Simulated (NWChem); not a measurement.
CH₃Zn, doublet; SMILES [CH3][Zn]

Results from NWChem. Pople sets run with spherical d functions. Spin-unrestricted. Medium grid unless said otherwise, to which SCAN and Minnesota functionals are sensitive. In the optimisation the excess spin sits in a1 (C3v, its own frame). All runs use the structure optimised with PBE0/def2-SVP, spin-unrestricted. The spin multiplicity was typed, not searched, and may not be the lowest. No stability test was run on the SCF state. B3LYP is NWChem's, with the RPA form of VWN correlation. Total energies of different functionals are on different scales.

| level | energy (Ha) | highest occupied level (eV) | lowest empty minus highest occupied level, either spin (eV) | dipole (D) | <S²> |
|---|---|---|---|---|---|
| B3LYP/6-31G* | -1818.9694 | -4.60 | 2.34 | 0.36 | 0.755 |
| PBE/6-31G* | -1818.5784 | -3.85 | 1.11 | 0.49 | 0.753 |
| RPBE/6-31G* | -1818.8537 | -3.82 | 1.09 | 0.48 | 0.753 |
| r2SCAN0/6-31G* | -1818.8347 | -5.05 | 3.34 | 0.15 | 0.759 |
| LRC-wPBEh/6-31G* | -1818.6300 | -6.59 | 6.31 | 0.17 | 0.757 |
| TPSSh/6-31G* | -1818.9079 | -4.31 | 1.85 | 0.34 | 0.754 |
| B3PW91/6-31G* | -1818.9166 | -4.68 | 2.69 | 0.24 | 0.755 |
| UHF/6-31G* | -1817.0595 | -7.10 | 8.28 | 0.18 | 0.768 |
